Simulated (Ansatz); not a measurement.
The cluster W₃O₅, relaxed as a singlet with RKS r2SCAN-D4/def2-SVP in Ansatz, starting from the GFN1-xTB geometry. Force threshold 0.02 eV/Å.

In the def2 sets W takes a core potential; there is no spin–orbit coupling. The restricted singlet is unstable towards broken spin symmetry in Hartree–Fock (as tested in another run); at r2SCAN-D4/def2-SVP this wasn't settled. Another isomer (triplet) lies 0.49 eV lower at PBE0-D4/def2-TZVP; other spin states weren't run for this one.

Start:

Cartesian coordinates in Å:
```
W 1.253 -0.729 1.232
W 0.248 1.368 -0.253
W -0.646 -1.107 -0.511
O 0.729 -2.223 0.167
O 0.029 0.255 -1.707
O 1.524 1.101 1.045
O -0.877 2.616 0.011
O -2.260 -1.281 0.016
```

Problem. Estimate the energy that the relaxation releases and the steps that it takes.

Solution. 51.8 kJ/mol, in 16 steps; 37 s on 4 threads of AMD EPYC 9R45 on a shared host. No frequencies were taken in this run, so the end may be a saddle point.

Problem. Does the start keep its bonding?

Solution. By distances, no bond broke or formed. The bond that changes most is W2–O6, from 1.84 to 1.92 Å (atoms count from 1).

Problem. Predict the relaxed structure.

Solution. 
```xyz
8

W     1.233   -0.793    1.183
W     0.344    1.371   -0.344
W    -0.577   -1.056   -0.468
O     0.793   -2.315    0.169
O    -0.095    0.325   -1.837
O     1.418    1.099    1.225
O    -0.924    2.482   -0.047
O    -2.192   -1.112    0.119
```
Bond lengths (bridged metal pairs left out): 8 × O–W 1.71 to 2.00 Å.
